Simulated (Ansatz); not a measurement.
Born–Oppenheimer molecular dynamics of Cl₃FSi (5 atoms, charge 0, multiplicity 1). It starts from a relaxed structure.

The calculation used Ansatz 0.2.0, RKS PBE0-D4/STO-3G.

```yaml
ensemble: NVE (velocity Verlet)
time_step: 1 fs
steps_asked: 166
starting_velocities_drawn_for: 1000 K
seed: 788186
```

Frames 2 fs apart, positions in Å, forces in eV/Å.

Velocities at 110 fs (Å/ps):

```
Si 0.81 -1.13 2.83
F -3.25 -0.77 2.47
Cl 3.32 0.02 -2.48
Cl -1.43 0.44 -1.08
Cl -0.80 0.85 -0.01
```

```xyz
5
Properties=species:S:1:pos:R:3:forces:R:3 time_fs=110 energy_less_start_eV=0.316 T=185
Si -0.076 -0.042 0.127 1.86 1.82 -1.45
F 0.112 0.031 1.723 -0.48 -0.16 -0.03
Cl 1.881 -0.003 -0.742 -0.48 -0.07 0.62
Cl -0.948 1.673 -0.781 -0.06 -0.42 0.78
Cl -0.931 -1.653 -0.776 -0.84 -1.17 0.08
5
Properties=species:S:1:pos:R:3:forces:R:3 time_fs=112 energy_less_start_eV=0.324 T=165
Si -0.073 -0.043 0.131 1.85 1.86 -1.62
F 0.105 0.029 1.728 -0.45 -0.16 -0.01
Cl 1.888 -0.003 -0.747 -0.59 -0.07 0.69
Cl -0.951 1.674 -0.783 0.00 -0.51 0.83
Cl -0.933 -1.652 -0.776 -0.80 -1.12 0.11
5
Properties=species:S:1:pos:R:3:forces:R:3 time_fs=114 energy_less_start_eV=0.317 T=184
Si -0.068 -0.041 0.134 1.74 1.78 -1.70
F 0.097 0.027 1.733 -0.41 -0.15 -0.07
Cl 1.893 -0.003 -0.751 -0.65 -0.07 0.74
Cl -0.954 1.674 -0.784 0.05 -0.55 0.86
Cl -0.936 -1.652 -0.776 -0.72 -1.00 0.17
5
Properties=species:S:1:pos:R:3:forces:R:3 time_fs=116 energy_less_start_eV=0.296 T=238
Si -0.060 -0.037 0.134 1.55 1.59 -1.68
F 0.088 0.025 1.738 -0.38 -0.14 -0.19
Cl 1.898 -0.003 -0.754 -0.66 -0.06 0.75
Cl -0.956 1.673 -0.784 0.09 -0.56 0.87
Cl -0.940 -1.654 -0.776 -0.61 -0.83 0.25
5
Properties=species:S:1:pos:R:3:forces:R:3 time_fs=118 energy_less_start_eV=0.266 T=316
Si -0.050 -0.031 0.132 1.30 1.32 -1.57
F 0.079 0.022 1.742 -0.34 -0.12 -0.37
Cl 1.903 -0.004 -0.756 -0.60 -0.05 0.74
Cl -0.959 1.672 -0.783 0.11 -0.52 0.85
Cl -0.945 -1.656 -0.775 -0.47 -0.62 0.34
5
Properties=species:S:1:pos:R:3:forces:R:3 time_fs=120 energy_less_start_eV=0.232 T=402
Si -0.038 -0.023 0.127 0.98 0.98 -1.36
F 0.069 0.019 1.746 -0.29 -0.10 -0.60
Cl 1.906 -0.004 -0.757 -0.50 -0.03 0.70
Cl -0.962 1.670 -0.781 0.12 -0.46 0.81
Cl -0.949 -1.659 -0.774 -0.31 -0.39 0.45
5
Properties=species:S:1:pos:R:3:forces:R:3 time_fs=122 energy_less_start_eV=0.202 T=480
Si -0.025 -0.014 0.121 0.60 0.60 -1.08
F 0.058 0.016 1.748 -0.23 -0.07 -0.85
Cl 1.909 -0.004 -0.758 -0.35 -0.01 0.63
Cl -0.964 1.668 -0.778 0.12 -0.37 0.75
Cl -0.955 -1.662 -0.772 -0.15 -0.14 0.54
5
Properties=species:S:1:pos:R:3:forces:R:3 time_fs=124 energy_less_start_eV=0.179 T=538
Si -0.011 -0.004 0.113 0.19 0.20 -0.76
F 0.047 0.013 1.749 -0.17 -0.04 -1.09
Cl 1.912 -0.004 -0.758 -0.15 0.00 0.55
Cl -0.966 1.666 -0.774 0.11 -0.26 0.68
Cl -0.960 -1.665 -0.770 0.01 0.10 0.62
5
Properties=species:S:1:pos:R:3:forces:R:3 time_fs=126 energy_less_start_eV=0.167 T=570
Si 0.003 0.007 0.104 -0.24 -0.21 -0.43
F 0.035 0.010 1.747 -0.09 0.00 -1.29
Cl 1.915 -0.005 -0.757 0.07 0.02 0.44
Cl -0.969 1.663 -0.770 0.09 -0.13 0.59
Cl -0.965 -1.669 -0.768 0.17 0.31 0.69
5
Properties=species:S:1:pos:R:3:forces:R:3 time_fs=128 energy_less_start_eV=0.165 T=576
Si 0.017 0.017 0.095 -0.67 -0.59 -0.12
F 0.024 0.007 1.743 -0.02 0.04 -1.44
Cl 1.917 -0.005 -0.756 0.31 0.03 0.33
Cl -0.971 1.660 -0.765 0.06 0.01 0.50
Cl -0.971 -1.671 -0.764 0.31 0.51 0.73
5
Properties=species:S:1:pos:R:3:forces:R:3 time_fs=130 energy_less_start_eV=0.169 T=564
Si 0.030 0.026 0.086 -1.07 -0.94 0.14
F 0.012 0.003 1.736 0.06 0.08 -1.51
Cl 1.920 -0.005 -0.755 0.55 0.05 0.21
Cl -0.973 1.657 -0.759 0.02 0.15 0.40
Cl -0.975 -1.674 -0.760 0.44 0.66 0.76
5
Properties=species:S:1:pos:R:3:forces:R:3 time_fs=132 energy_less_start_eV=0.176 T=547
Si 0.041 0.034 0.076 -1.42 -1.23 0.32
F 0.000 0.000 1.726 0.14 0.11 -1.49
Cl 1.924 -0.006 -0.753 0.76 0.05 0.10
Cl -0.975 1.654 -0.753 -0.02 0.29 0.31
Cl -0.980 -1.676 -0.755 0.54 0.78 0.76
```

Of the whole run (166 fs, mean temperature of the second half 481 K): The conserved energy stayed within 0.11 meV per atom of its start (net change 0.087 meV per atom), so the integration is sound. Over the second half the temperature averaged 0.48 of the 1000 K drawn at the start: a run that starts near a minimum puts about half its kinetic energy into the potential. A run of 0.17 ps of so small a system gives no equilibrium averages. Limits of this set-up: minimal basis.

Time of the run: 4.6 min on 1 thread of AMD EPYC 7R43 64-Core Processor (Zen 3), with other jobs on the host, peak memory 0.12 GiB.
